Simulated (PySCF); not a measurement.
## The 21-electron isoelectronic series, spin-free X2C

Calculated with PySCF 2.14 from differences of total energies of unrestricted determinants, without spin-orbit coupling. Each ion has its own even-tempered basis scaled to its charge (21s14p10d5f5g for the first); frozen: [Ne]. Ionisation energies in eV.

```tsv
ion	configuration	UHF	LDA	PBE	PBE0	r2SCAN	MP2 (outer shells)	NIST (with spin-orbit, Breit and QED)
Mn⁴⁺	[Ar] 3d3 (4F)	71.427	73.028	72.757	72.719	72.933	72.382	72.41 ± 0.1 (s)
Zn⁹⁺	[Ar] 3d3 (4F)	237.49	n/a	n/a	n/a	n/a	n/a	238 ± 2.2 (t)
Ge¹¹⁺	[Ar] 3d3 (4F)	325.99	n/a	n/a	n/a	n/a	n/a	326 ± 2.5 (t)
Se¹³⁺	[Ar] 3d3 (4F)	426.92	427.96	427.64	427.84	428.39	427.54	426 ± 3 (t)
Kr¹⁵⁺	[Ar] 3d3 (4F)	540.16	541.10	540.79	541.02	541.63	540.73	540 ± 3 (t)
Rb¹⁶⁺	[Ar] 3d3 (4F)	601.38	602.27	601.97	602.21	602.85	601.93	601 ± 3 (t)
Mo²¹⁺	[Ar] 3d3 (4F)	953.40	954.02	953.78	954.09	954.86	953.81	953 ± 4 (t)
Tc²²⁺	[Ar] 3d3 (4F)	1033.0	1033.5	1033.3	1033.6	1034.4	1033.4	1032 ± 4 (t)
Ru²³⁺	[Ar] 3d3 (4F)	1115.6	1116.1	1115.9	1116.2	1117.1	1116.0	1115 ± 4 (t)
Rh²⁴⁺	[Ar] 3d3 (4F)	1201.3	1201.7	1201.5	1201.9	1202.7	1201.6	1202 ± 4 (t)
```

Each ion has its own basis, which adds noise of up to about 0.1 % along the series.

NIST values marked (s) are semi-empirical, (t) theoretical. Open shells are high-spin determinants of the terms that Hund's rules give.

Spin-orbit coupling of the open shells is absent from the calculated values and included in NIST's; it grows fast with Z.
